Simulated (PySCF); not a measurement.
Al2ClHN, CH6BOSi (calculated)

Calculation on a computer-drawn molecule: the log of a Hartree-Fock and frozen-core CCSD(T) single point meant for a local Hartree-Fock minimum, with one planted fault or none, to be diagnosed. Offsets are logged minus clean, where the clean run is the same molecule without the fault. The reference is restricted for singlets and unrestricted otherwise, and also for a bond in bohr or an excited solution. Adding or removing an electron swaps singlet and doublet. The excited solution moves the top pair (singlet) or top alpha electron (doublet) to the lowest empty orbital. Highest occupied and lowest empty are orbital energies over both spins, largest force is the largest gradient component, triples share is (T) over the correlation energy, the T1 limit is 0.02 restricted and 0.045 unrestricted, electrons count all cores, a negative frequency is imaginary (commonest isotopes), and the dipole is about the centre of nuclear charge. Program: PySCF 2.14.0.

Common to all runs: meant charge 1; meant multiplicity 1; meant basis cc-pV(D+d)Z; logged SCF converged yes; logged spin squared 0; logged CC converged yes; logged SCF stable within its kind yes; possible faults no fault, one electron removed, one electron added, multiplicity raised by two, geometry at a saddle point, SCF held on an excited solution, minimal basis STO-3G, one bond length entered in bohr, all coordinates scaled.

Notes on all entries: T1 above single-reference limit.

(1) 
```xyz
5
formula=Al2ClHN logged_electrons=50 logged_basis_functions=33 logged_highest_occupied=-12.058 logged_lowest_empty=0.95049 logged_largest_force=0.046403 logged_T1_diagnostic=0.024715 logged_D1_diagnostic=0.06898 logged_triples_share=0.073032 logged_dipole_magnitude=8.162 logged_energy_HF=-986.85111 logged_energy_CCSD(T)=-987.00987 planted_fault=minimal_basis_STO-3G HF_energy_offset_from_clean_run=7134 CCSD(T)_energy_offset_from_clean_run=7306
Al    -1.5778    -1.5645     1.2043
N     -0.5868    -2.1305    -0.0026
Al     0.4036    -2.6955    -1.2025
Cl     1.6162    -3.3870    -2.6721
H     -2.4974    -1.0401     2.3240
```

Units: logged_highest_occupied, logged_lowest_empty in eV; logged_largest_force in hartree/bohr; logged_dipole_magnitude in debye; logged_energy_HF, logged_energy_CCSD(T) in hartree; HF_energy_offset_from_clean_run, CCSD(T)_energy_offset_from_clean_run in kcal/mol.

Drawn bonds:
| atom | other atom | order |
| --- | --- | --- |
| 1 | 2 | 1 |
| 2 | 3 | 2 |
| 3 | 4 | 1 |
| 1 | 5 | 1 |

(2) 
```xyz
10
formula=CH6BOSi logged_electrons=38 logged_basis_functions=30 logged_highest_occupied=-15.623 logged_lowest_empty=-1.6009 logged_largest_force=0.042821 logged_T1_diagnostic=0.025522 logged_D1_diagnostic=0.10853 logged_triples_share=0.036417 logged_dipole_magnitude=5.3969 logged_energy_HF=-424.58347 logged_energy_CCSD(T)=-424.81563
C      1.3238     2.9187    -0.7808
B      0.3680     2.4758    -1.9184
O     -0.3820     1.2683    -1.7872
Si    -1.2215    -0.0227    -1.7055
H      2.3271     3.0723    -1.1923
H      1.3854     2.2301     0.0625
H      1.0038     3.9010    -0.4146
H      0.1688     3.0517    -2.9404
H     -0.6512    -1.2591    -2.2193
H     -2.5477     0.0443    -1.1098
```

Units: logged_highest_occupied, logged_lowest_empty in eV; logged_largest_force in hartree/bohr; logged_dipole_magnitude in debye; logged_energy_HF, logged_energy_CCSD(T) in hartree.

Drawn bonds:
| atom | other atom | order |
| --- | --- | --- |
| 1 | 2 | 1 |
| 2 | 3 | 1 |
| 3 | 4 | 1 |
| 1 | 5 | 1 |
| 1 | 6 | 1 |
| 1 | 7 | 1 |
| 2 | 8 | 1 |
| 4 | 9 | 1 |
| 4 | 10 | 1 |

## Withheld values
1. CH6BOSi (entry 2): planted fault?

Answers
1. minimal basis STO-3G

Further results for CH6BOSi (entry 2):

```
HF energy offset from clean run      : 3180 kcal/mol
CCSD(T) energy offset from clean run : 3376 kcal/mol
```
